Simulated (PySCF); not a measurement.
# Where the electron goes

Species: C₃H₅F₃OSSi.
Z-matrix (Å and degrees, GFN2-xTB geometry), rows numbered from 1:
```
F 
C   1  1.3354
F   2  1.3360  1  106.56
F   2  1.3262  1  107.90  3  -115.49
S   2  1.8313  1  111.80  3   122.32
C   5  1.7652  2   96.74  1   -59.22
C   6  1.3296  5  120.62  2   129.41
O   7  1.3243  6  125.76  5   176.30
Si  8  1.6429  7  133.48  6     1.47
H   6  1.0780  5  115.92  2   -54.19
H   7  1.0849  6  120.80  5    -2.61
H   9  1.4520  8   98.23  7  -178.00
H   9  1.4626  8  109.88  7   -58.54
H   9  1.4617  8  109.80  7    62.43
```

Method: PySCF, TDDFT PBE0/def2-SVPD, vertical, gas phase, core orbitals frozen in the response.

Kohn–Sham orbitals with the atoms that hold most of them (Löwdin shares over 4%, at most four atoms; ? is withheld):

| orbital | ε (eV) | atoms |
| --- | --- | --- |
| HOMO-3 | -10.08 | Si9 28%, H14 19%, H13 16%, S5 12% |
| HOMO-2 | -9.67 | O8 38%, Si9 20%, H12 13%, H13 6% |
| HOMO-1 | -8.52 | ? |
| HOMO | -6.98 | ? |
| LUMO | ? | S5 23%, C7 21%, C6 16%, O8 9% |
| LUMO+1 | -0.25 | Si9 28%, C7 13%, C6 12%, O8 10% |
| LUMO+2 | 0.14 | S5 36%, Si9 13%, C6 12%, C2 8% |

Problem. Give the leading atoms of the HOMO-1.

Solution. S5 (bonded to 2 C) 41%; C6 (bonded to C, S and H) 22%; O8 (bonded to C and Si) 10%; C7 (bonded to C, O and H) 8%. By element: sulfur 41%, carbon 30% or more, oxygen 10%.

Problem. Give the leading atoms of the HOMO.

Solution. S5 (bonded to 2 C) 38%; C6 (bonded to C, S and H) 22%; C7 (bonded to C, O and H) 15%; O8 (bonded to C and Si) 12%. By element: sulfur 38%, carbon 37% or more, oxygen 12%.

Problem. What is the LUMO energy, and the HOMO–LUMO gap?

Solution. ε(LUMO) = -0.52 eV; the gap is 6.46 eV (0.2375 hartree).

Problem. The HOMO–LUMO gap is 6.46 eV. Where does the response calculation put the lowest singlet, and from which orbitals?

Solution. S1 is at 5.17 eV (f = 0.041), 1.29 eV below the gap, made of HOMO→LUMO (74%), HOMO→LUMO+2 (16%). 

Problem. One configuration dominates each of S1 and S2. Which, and how do the shares of the two leading atoms of either orbital change from the occupied to the empty one?

Solution. 
- S1 (5.17 eV, f 0.041), HOMO→LUMO (74%): S5 38% → 23%, C6 22% → 16%, C7 15% → 21%
- S2 (5.75 eV, f 0.085), HOMO→LUMO+1 (88%): S5 38% → at most 11%, C6 22% → 12%, Si9 at most 13% → 28%, C7 15% → 13%

Rough CPU time on one thread of a shared machine: about 1.9 min.

One conformer stands for the species.
